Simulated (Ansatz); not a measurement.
Input file for Ansatz (a program for electronic structure): U-wB97X-V/def2-TZVPP on InP, 2S+1 = 3, a point of a bond scan (R = 8.558 Å). Elements past Kr take the def2 small-core potentials; no spin–orbit coupling.

Ansatz 0.2 input:
```yaml
crystal:
  periodic: [false, false, false]
  atoms:
    - {symbol: In, position_ang: [-0.00000000, -0.00000000, -0.62680193]}
    - {symbol: P, position_ang: [0.00000000, 0.00000000, 7.93113381]}
basis:
  gaussian:
    orbitals: def2-TZVPP
hamiltonian:
  xc: {name: wB97X-V}
magnetization: {spin_polarized: true, initial_magnetization: 2}
```

Output:

```
WARN ansatz: RAYON_NUM_THREADS=2 ignored (pool sized by the plan → 2); use --threads N
Functional definition: wB97X-V
integrals: 0.03 GiB planned
744 factors; their error is unknown
integrals: 0.06 GiB planned
132 factors; integrals over basis functions are off by at most 1.2e-4 eV
mean field: 0.45 GiB planned
mean field evaluation 1: about -14452.5465 eV, gradient 1.2e1 eV
mean field evaluation 2: about -14383.2517 eV, gradient 3.8e1 eV
mean field evaluation 4: about -14456.2743 eV, gradient 8.6e0 eV
mean field evaluation 8: about -14456.9973 eV, gradient 5.6e-2 eV
mean field evaluation 16: about -14457.0312 eV, gradient 2.3e-5 eV
mean field evaluation 32: about -14455.4287 eV, gradient 4.3e-4 eV
mean field evaluation 64: about -14457.0314 eV, gradient 3.2e-5 eV
mean field -14457.03140695 eV, -531.2861048775 hartree, gradient 2.7e-6 eV, S^2 3.003737; 4 other end points of the search recorded, 0 dependent functions left out
reference -14457.03140962 eV, -531.2861049759 hartree; 19, 17 occupied and 73, 75 virtual orbitals, 744 factors
Total energy: -14457.03140962 eV, -531.2861049759 hartree
```

The calculation finished and met its thresholds. Its determinant has ⟨S²⟩ = 3.00, a mixture of spin states.

Cost: around 60 core-seconds (rough).
